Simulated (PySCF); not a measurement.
C3H4Cl2Ge, SMILES ClC1=[CH][Ge@H]([Cl])[CH2]1. Geometry optimised at PBE0-D3(BJ)/def2-SVP. The structure was generated by enumeration; whether it is a known compound was not checked.

Q: Give the equilibrium geometry at PBE0-D3(BJ)/def2-SVP (PySCF confirms it by a frequency run) as bond lengths and angles. (Estimate from the structure and the level; the computed values follow.)

A: 
Atoms: Cl1 C2 C3 Ge4 Cl5 C6 H7 H8 H9 H10. Bonded distances (Å): Cl1–C2 1.728, C2–C3 1.349, C2–Ge4 2.351, C2–C6 1.509, C3–Ge4 1.931, C3–H7 1.090, Ge4–Cl5 2.165, Ge4–C6 1.982, Ge4–H8 1.533, C6–H9 1.100, C6–H10 1.100. Bond angles (°): Cl1–C2–C3 126.6, Cl1–C2–Ge4 177.2, Cl1–C2–C6 121.3, C3–C2–Ge4 55.2, C3–C2–C6 112.1, Ge4–C2–C6 56.9, C2–C3–Ge4 89.8, C2–C3–H7 128.1, Ge4–C3–H7 142.1, C2–Ge4–C3 35.0, C2–Ge4–Cl5 123.7, C2–Ge4–C6 39.6, C2–Ge4–H8 129.6, C3–Ge4–Cl5 116.3, C3–Ge4–C6 74.6, C3–Ge4–H8 121.2, Cl5–Ge4–C6 114.6, Cl5–Ge4–H8 106.7, C6–Ge4–H8 121.2, C2–C6–Ge4 83.5, C2–C6–H9 113.6, C2–C6–H10 114.5, Ge4–C6–H9 115.1, Ge4–C6–H10 118.7, H9–C6–H10 109.5.
Charge 0, spin multiplicity 1.
